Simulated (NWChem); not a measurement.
System meant: BiH$_{2}$F; SMILES [F][BiH2]

NWChem input:

```
start job
memory heap 200 mb stack 900 mb global 1100 mb
geometry units angstroms noautoz
  Bi     0.028091     0.137515     0.000000
  H     -1.274710     0.275667    -1.277193
  H     -1.274710     0.275667     1.277193
  F      0.076366    -1.929728     0.000000
end
basis spherical
  * library def2-svp
end
dft
  xc pbe0
  iterations 150
  mulliken
end
task dft energy
```

End of the output:

```
          Convergence Information
          -----------------------
          Convergence aids based upon iterative change in
          total energy or number of iterations.
          Levelshifting, if invoked, occurs when the
          HOMO/LUMO gap drops below (HL_TOL):  1.00D-02
          DIIS, if invoked, will attempt to extrapolate
          using up to (NFOCK): 10 stored Fock matrices.

                    Damping( 0%)  Levelshifting(0.5)       DIIS
                  --------------- ------------------- ---------------
          dE  on:    start            ASAP                start
          dE off:    2 iters        150 iters           150 iters

      Screening Tolerance Information
      -------------------------------
          Density screening/tol_rho:  1.00D-10
          AO Gaussian exp screening on grid/accAOfunc:  14
          CD Gaussian exp screening on grid/accCDfunc:  20
          XC Gaussian exp screening on grid/accXCfunc:  20
          Schwarz screening/accCoul:  1.00D-08

      Superposition of Atomic Density Guess
      -------------------------------------

      charge =      83.0 Bi (Bismuth)

      symmetry species            s     p     d     f
      number of basis functions =10     7     6     0
      number of cont. functions = 4     4     2     0
      number of closed shells   = 6     4     3     1
      number of open shells     = 0     1     0     0
      open shell occupation     = 0     3     0     0
 ------------------------------------------------------------------------
 atomscf:atomd: error in atom scf                   0
 ------------------------------------------------------------------------
 ------------------------------------------------------------------------
  current input line :
    17: task dft energy
 ------------------------------------------------------------------------
 ------------------------------------------------------------------------
 This error has not yet been assigned to a category
 ------------------------------------------------------------------------
 For more information see the NWChem manual at https://nwchemgit.github.io

0:atomscf:atomd: error in atom scf:Received an Error in Communication
```

Question: Can this run be used? If not, why, and what is the fix?

Answer: The program stopped with an error. Cause: the def2 basis of a heavy element holds valence functions alone and wants its effective core potential (without it all electrons must fit into that basis). This input runs:
```
start job
memory heap 200 mb stack 900 mb global 1100 mb
geometry units angstroms noautoz
  Bi     0.028091     0.137515     0.000000
  H     -1.274710     0.275667    -1.277193
  H     -1.274710     0.275667     1.277193
  F      0.076366    -1.929728     0.000000
end
basis spherical
  * library def2-svp
end
ecp
  Bi library def2-ecp
end
dft
  xc pbe0
  iterations 150
  mulliken
end
task dft energy
```
It converges to -315.47821 Ha (PBE0/def2-SVP with def2 effective core potentials on Bi).
